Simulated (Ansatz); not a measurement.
Reaction (formal exchange of groups at the Si–N bond): `CN[SiH2]NC` + `N[SiH2]CO` → `CN[SiH2][SiH2]N` + `CNCO`

Gas-phase electronic energies from Ansatz, PBE0-D4/def2-TZVP geometries. CCSD(T)/CBS is the MP2 limit (def2-TZVPP, def2-QZVPP) plus CCSD(T) − MP2 in def2-TZVPP, frozen cores. DFT in def2-TZVPP. B3LYP here is the variant with VWN-RPA as its local correlation; programs differ in this. Each species was taken in one conformer, which may not be the lowest.

```csv
level,ΔE (kJ/mol),difference from CCSD(T)/CBS
PBE-D4,81.9,-16.6
r2SCAN-D4,94.4,-4.1
PBE0-D4,85.0,-13.5
B3LYP-D4,95.6,-2.9
ωB97X-V,92.1,-6.4
ωB97M-V,102.7,4.2
B2PLYP,99.4,0.9
PBE,82.0,-16.5
r2SCAN,94.6,-3.9
PBE0,85.4,-13.1
B3LYP,95.7,-2.8
HF/def2-TZVPP,97.1,-1.4
MP2/def2-TZVPP,103.9,5.4
SCS-MP2/def2-TZVPP,101.7,3.2
CCSD/def2-TZVPP,95.4,-3.1
CCSD(T)/def2-TZVPP,94.6,-3.9
HF/def2-QZVPP,98.5,0.0
MP2/def2-QZVPP,106.6,8.1
SCS-MP2/def2-QZVPP,104.5,6.0
HF/CBS(def2),98.7,0.2
MP2/CBS(def2),107.8,9.3
CCSD/CBS(def2),99.3,0.8
CCSD(T)/CBS,98.5,0
```

Largest T1 diagnostic among the species: 0.011.

From PBE to PBE0 (25 % exact exchange), in def2-TZVPP and without D4, ΔE moves by +3.4 kJ/mol.
